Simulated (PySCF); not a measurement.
## How the method changes the constants of SrGe⁺

State: ⁴Σ⁻ (quartet), unpaired electrons σ ↑, π ↑↑. Set-up: basis Sr def2-SVP with ECP28, Ge def2-SVP; scalar-relativistic core potentials; PySCF 2.14. De refers to Sr⁺ + Ge in their high-spin ground configurations, without counterpoise correction. The functionals are run spin-unrestricted. A positive dipole points towards Ge; it is taken about the centre of mass and depends on that origin.

| Level | Re (Å) | ωe (cm⁻¹) | De (eV) | μ (D) | CPU s a point (SCF and correlation, without the integrals) |
| --- | --- | --- | --- | --- | --- |
| UHF | 2.927 | 189 | 0.70 | -11.65 | 0.13 |
| UHF-MP2 | 2.878 | 195 | 1.10 | n/a | 0.22 |
| UHF-SCS-MP2 | 2.883 | 195 | 0.94 | n/a | n/a |
| UHF-CCSD | 2.892 | 191 | 1.02 | n/a | n/a |
| UHF-CCSD(T) | 2.895 | 189 | 1.07 | n/a | 5.6 |
| PBE | 2.877 | 184 | 1.62 | -8.31 | 0.51 |
| r²SCAN | 2.866 | 191 | 1.69 | -9.31 | 0.65 |
| r²SCANh | 2.861 | 194 | 1.63 | -9.50 | 0.68 |
| B3LYP | 2.885 | 184 | 1.24 | -8.76 | 0.62 |
| PBE0 | 2.856 | 193 | 1.50 | -9.19 | 0.88 |
| B97-3 | 2.871 | 193 | 1.36 | -9.54 | 0.42 |
| ωB97X | 2.829 | 207 | 1.31 | -10.30 | 0.71 |

The bond length runs from 2.829 Å (ωB97X) to 2.927 Å (UHF). De spans 0.70 eV (UHF, mean field) to 1.69 eV (r²SCAN, meta-GGA). Correlation at CCSD(T) changes the Hartree–Fock bond energy by +0.37 eV; the triples alone change it by +0.05 eV.

Correlated steps freeze 9 core orbitals. Correlated levels converge slowly with the basis: in double zeta they bind strong bonds too weakly, by up to about 1 eV, and carry superposition errors of some tenths. Spin–orbit coupling is left out. For an ion De counts to the pair picked by the measured ionisation energies or electron affinities, which need not be the lowest pair at this level. The state was picked by a PBE0 search and need not be the measured ground state.

The whole job (state search and all levels along the bond) took about 2.3 min on 1 thread of Intel Xeon 6975P-C (shared host), peak memory 0.73 GiB.
